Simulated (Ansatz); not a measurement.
A calculation with Ansatz (development build ahead of 0.2.0).

```yaml
crystal:
  periodic: [false, false, false]
  atoms:
    - { symbol: H, position_ang: [1.61815, 0.00074, -0.00587] }
    - { symbol: H, position_ang: [1.31035, 0.94834, -0.00093] }
    - { symbol: H, position_ang: [0.50379, 1.53886, 0.00688] }
    - { symbol: H, position_ang: [-0.50548, 1.55019, 0.00102] }
    - { symbol: H, position_ang: [-1.31498, 0.95521, 0.00459] }
    - { symbol: H, position_ang: [-1.61776, -0.00697, 0.00588] }
    - { symbol: H, position_ang: [-1.31037, -0.94616, 0.0083] }
    - { symbol: H, position_ang: [-0.50113, -1.54561, 0.00599] }
    - { symbol: H, position_ang: [0.50006, -1.5332, 0.00658] }
    - { symbol: H, position_ang: [1.31247, -0.9458, 0.00859] }
basis:
  gaussian: { orbitals: cc-pVDZ }
hamiltonian:
  xc: hf
```

The input is written out in the form of the current development build from the run's settings.

Output:

```yaml
Converged: yes
Total_energy: -5.39340 hartree
Spin_squared_of_the_determinant: 0.000
```

Caution: stretched shape with no unrestricted run beside it, a lower state can exist.
